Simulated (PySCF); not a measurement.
## Calculated data, AlB₂GeH₇, B₂Ge₂H₈

Calculation on a computer-drawn molecule: the log of a Hartree-Fock and frozen-core CCSD(T) single point meant for a local Hartree-Fock minimum, with one planted fault or none, to be diagnosed. Offsets are logged minus clean, where the clean run is the same molecule without the fault. The reference is restricted for singlets and unrestricted otherwise, and also for a bond in bohr or an excited solution. Adding or removing an electron swaps singlet and doublet. The excited solution moves the top pair (singlet) or top alpha electron (doublet) to the lowest empty orbital. Highest occupied and lowest empty are orbital energies over both spins, largest force is the largest gradient component, triples share is (T) over the correlation energy, the T1 limit is 0.02 restricted and 0.045 unrestricted, electrons count all cores, a negative frequency is imaginary (commonest isotopes), and the dipole is about the centre of nuclear charge; on germanium a core potential holds 10 electrons, which the energies leave out, and 3d is frozen in MP2 and coupled-cluster steps. Program: PySCF 2.14.0.

Common to all runs: meant charge 0; meant multiplicity 1; meant basis and core potential on germanium cc-pVDZ-PP ECP10MDF; logged SCF converged yes; logged CC converged yes; logged SCF stable within its kind yes; possible faults no fault, one electron removed, one electron added, multiplicity raised by two, geometry at a saddle point, SCF held on an excited solution, minimal basis STO-3G, one bond length entered in bohr, all coordinates scaled.

(1) 
```xyz
11
formula=AlB2GeH7 meant_basis=cc-pV(D+d)Z logged_electrons=62 logged_basis_functions=109 logged_spin_squared=0 logged_highest_occupied=-9.6341 logged_lowest_empty=0.75873 logged_largest_force=0.061825 logged_T1_diagnostic=0.016117 logged_D1_diagnostic=0.048375 logged_triples_share=0.024845 logged_dipole_magnitude=0.83213 logged_energy_HF=-588.58606 logged_energy_CCSD(T)=-588.98938 planted_fault=all_coordinates_scaled,by_-8.3_% HF_energy_offset_from_clean_run=41.71 CCSD(T)_energy_offset_from_clean_run=42.37
B      0.0932     1.0626     1.0596
Ge     1.0201    -0.1524    -0.0918
B      0.1575    -0.2002    -1.8167
Al    -0.6588    -1.8020    -2.6047
H     -0.7285     0.7202     1.7052
H      0.3452     2.1327     1.0606
H      1.0936    -1.4379     0.4936
H      2.3517     0.2760    -0.2943
H      0.1621     0.7754    -2.3348
H     -2.0481    -2.1350    -2.3276
H      0.1198    -2.7006    -3.4425
```

Units: logged_highest_occupied, logged_lowest_empty in eV; logged_largest_force in hartree/bohr; logged_dipole_magnitude in debye; logged_energy_HF, logged_energy_CCSD(T) in hartree; HF_energy_offset_from_clean_run, CCSD(T)_energy_offset_from_clean_run in kcal/mol.

Drawn bonds:
```
atom  other atom  order
   1           2      1
   2           3      1
   3           4      1
   1           5      1
   1           6      1
   2           7      1
   2           8      1
   3           9      1
   4          10      1
   4          11      1
```

(2) 
```xyz
11
formula=AlB2GeH7 meant_basis=cc-pV(D+d)Z logged_electrons=62 logged_basis_functions=109 logged_spin_squared=0 logged_highest_occupied=-9.4584 logged_lowest_empty=0.70223 logged_largest_force=9.233e-06 logged_lowest_frequency=27.216 logged_T1_diagnostic=0.015077 logged_D1_diagnostic=0.042858 logged_triples_share=0.025902 logged_dipole_magnitude=0.82977 logged_energy_HF=-588.65253 logged_energy_CCSD(T)=-589.0569 planted_fault=no_fault HF_energy_offset_from_clean_run=0 CCSD(T)_energy_offset_from_clean_run=0
B      0.1017     1.1588     1.1555
Ge     1.1124    -0.1662    -0.1001
B      0.1718    -0.2183    -1.9811
Al    -0.7184    -1.9651    -2.8405
H     -0.7944     0.7854     1.8595
H      0.3765     2.3257     1.1566
H      1.1926    -1.5680     0.5382
H      2.5645     0.3010    -0.3210
H      0.1767     0.8456    -2.5462
H     -2.2334    -2.3283    -2.5383
H      0.1306    -2.9450    -3.7541
```

Units: logged_highest_occupied, logged_lowest_empty in eV; logged_largest_force in hartree/bohr; logged_lowest_frequency in cm⁻¹; logged_dipole_magnitude in debye; logged_energy_HF, logged_energy_CCSD(T) in hartree; HF_energy_offset_from_clean_run, CCSD(T)_energy_offset_from_clean_run in kcal/mol.

Drawn bonds:
```
atom  other atom  order
   1           2      1
   2           3      1
   3           4      1
   1           5      1
   1           6      1
   2           7      1
   2           8      1
   3           9      1
   4          10      1
   4          11      1
```

(3) 
```xyz
12
formula=B2Ge2H8 meant_basis=cc-pVDZ logged_electrons=83 logged_basis_functions=114 logged_spin_squared=0.7749 logged_highest_occupied=-1.5081 logged_lowest_empty=5.6921 logged_largest_force=0.022727 logged_T1_diagnostic=0.033326 logged_D1_diagnostic=0.20584 logged_triples_share=0.030633 logged_dipole_magnitude=1.4632 logged_energy_HF=-640.71614 logged_energy_CCSD(T)=-641.18816 planted_fault=one_electron_added HF_energy_offset_from_clean_run=-7.117 CCSD(T)_energy_offset_from_clean_run=-23.21
B      2.6490    -0.4949     0.8645
Ge     0.8814     0.6140     0.7408
B     -0.7385    -0.6635     1.0949
Ge    -1.9808    -1.4366    -0.3966
H      3.0884    -1.0592    -0.0974
H      3.2286    -0.6097     1.9072
H      0.7598     1.2784    -0.6417
H      0.8783     1.7382     1.7923
H     -0.9730    -0.9626     2.2332
H     -3.2017    -0.5092    -0.5184
H     -1.2966    -1.4919    -1.7693
H     -2.4925    -2.8456    -0.0626
```

Units: logged_highest_occupied, logged_lowest_empty in eV; logged_largest_force in hartree/bohr; logged_dipole_magnitude in debye; logged_energy_HF, logged_energy_CCSD(T) in hartree; HF_energy_offset_from_clean_run, CCSD(T)_energy_offset_from_clean_run in kcal/mol.

Drawn bonds:
```
atom  other atom  order
   1           2      1
   2           3      1
   3           4      1
   1           5      1
   1           6      1
   2           7      1
   2           8      1
   3           9      1
   4          10      1
   4          11      1
   4          12      1
```
